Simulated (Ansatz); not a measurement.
Reaction (formal exchange of groups at a C–C bond): `CC(C)(C)C#N` + `[SiH3][O][GeH3]` → `C[SiH2][O][GeH3]` + `CC(C)C#N`

Calculated with Ansatz (gas phase, PBE0-D4/def2-TZVP geometries, no zero-point term in ΔE). CBS: MP2 limit from def2 TZ/QZ plus the TZ coupled-cluster correction, frozen cores. DFT in def2-TZVPP. B3LYP here is the variant with VWN-RPA as its local correlation; programs differ in this. HSE06 is defined as in plane-wave codes. For Ge outer-core shells are correlated without core-valence functions, which leaves a few kJ/mol of doubt a bond. Scalar relativity is left out up to krypton. One conformer a species, not always the lowest.

`CC(C)(C)C#N`:

```xyz
15

C     1.408    0.392   -0.235
C    -0.017    0.032    0.192
C    -1.032    0.913   -0.541
C    -0.299   -1.448   -0.085
C    -0.147    0.270    1.633
N    -0.248    0.458    2.763
H     1.518    0.218   -1.308
H     2.142   -0.221    0.291
H     1.626    1.441   -0.031
H    -2.052    0.676   -0.235
H    -0.945    0.744   -1.617
H    -0.851    1.971   -0.341
H    -1.308   -1.721    0.229
H    -0.206   -1.638   -1.156
H     0.410   -2.088    0.443
```

`[SiH3][O][GeH3]`:

```xyz
9

Si    1.203    0.979    0.050
O     0.010    0.145   -0.689
Ge   -1.242   -0.991   -0.147
H     0.651    1.905    1.078
H     1.928    1.762   -0.980
H     2.156    0.058    0.731
H    -2.010   -1.390   -1.412
H    -2.147   -0.268    0.865
H    -0.550   -2.200    0.504
```

`C[SiH2][O][GeH3]`:

Cartesian coordinates in Å:
```
C -0.958 -1.738 1.055
Si 0.212 -0.324 0.767
O -0.123 0.354 -0.687
Ge 0.564 1.712 -1.597
H -1.994 -1.390 1.055
H -0.756 -2.209 2.021
H -0.851 -2.496 0.276
H 1.625 -0.805 0.790
H 0.071 0.696 1.848
H -0.249 1.792 -2.894
H 2.047 1.416 -1.876
H 0.413 2.992 -0.757
```

`CC(C)C#N`:

```xyz
12

C    -0.037   -0.247   -1.332
C    -0.076   -0.409    0.187
C     0.803    0.617    0.900
C    -1.451   -0.324    0.672
N    -2.534   -0.241    1.048
H    -0.659   -0.993   -1.827
H    -0.395    0.743   -1.621
H     0.989   -0.359   -1.686
H     0.279   -1.414    0.443
H     0.776    0.482    1.981
H     0.469    1.632    0.673
H     1.836    0.512    0.562
```

Problem. Is it downhill or uphill in electronic energy at CCSD(T)/CBS, and by how much? (An estimate is asked.)

Solution. Computed: Downhill: ΔE = -40.8 kJ/mol.

Problem. What do these levels give: B97M-V, r2SCANh-D4, CAM-B3LYP-D4, ωB97X-V, PBE-QIDH, PBE, B3LYP, r2SCANh, r2SCAN0, HSE06, CCSD(T)/def2-SVP, CCSD/CBS(def2)? (An estimate is asked.)

Solution. The calculation gave: B97M-V -47.1, r2SCANh-D4 -46.9, CAM-B3LYP-D4 -44.1, ωB97X-V -41.7, PBE-QIDH -43.3, PBE -50.0, B3LYP -50.0, r2SCANh -47.8, r2SCAN0 -47.4, HSE06 -48.9, CCSD(T)/def2-SVP -26.0, CCSD/CBS(def2) -42.2 kJ/mol.

Largest T1 diagnostic among the species: 0.012.

Leaving LDA and LC-ωPBE aside and taking each functional with its dispersion term where it has one, the values, not all of them listed here, spread over 5.4 kJ/mol, from r2SCAN-D4 to ωB97X-V. LDA lies +7.6 kJ/mol from PBE without D4. The D4 term adds +4.8 kJ/mol with B3LYP and +2.6 kJ/mol with PBE0; it sums over pairs of atoms, weighted by their polarisabilities, and B3LYP, whose exchange is more repulsive, gets the larger term.
